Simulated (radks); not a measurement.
Task: Species: Ru+. Configuration: [Kr] 4d6 5s1 (not the ground configuration). All-electron calculation, scalar-relativistic Kohn-Sham, PBE, spin-unpolarised, spherical densities, point nucleus. Program: a radial shooting solver on a logarithmic mesh with Libxc functionals. Some entries of the table are withheld. Estimate them.

orbital  occ.  eigenvalue (Ry)  <r> (bohr)
1s          2        -1613.216         (1)
2s          2        -232.6674      0.1457
2p          6              (2)      0.1270
3s          2        -41.66196      0.4027
3p          6              (3)      0.4030
3d         10        -20.91203      0.3841
4s          2         -6.43454       1.016
4p          6              (4)       1.121
4d          6         -1.13204       1.567
5s          1         -0.86540       2.941

Result: 
(1) 1s <r> (bohr): 0.03344
(2) 2p eigenvalue (Ry): -208.4628
(3) 3p eigenvalue (Ry): -33.70784
(4) 4p eigenvalue (Ry): -4.22274
